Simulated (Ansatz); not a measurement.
Z-matrix (Å, degrees):
```
C
I 1 2.129
H 1 1.086 2 107.7
H 1 1.086 2 107.7 3 120.0
H 1 1.086 2 107.7 3 -120.0
```

The species carries charge 0 and has multiplicity 1. I: def2 effective core potential.

(1) List the CAM-B3LYP/def2-TZVPP orbital energies in eV (the Gaussian-basis code of Ansatz). (An estimate is asked.)

## Answers

(1) Ansatz gave: Occupied: -280.02, -188.04, -134.34, -134.01, -134.01, -53.98, -53.87, -53.87, -53.59, -53.59, -22.84, -19.62, -13.89, -13.89, -11.33, -8.58, -8.58. Lowest empty: 0.27, 2.55, 3.66, 3.66, 5.03, 5.61, 5.97, 5.97.
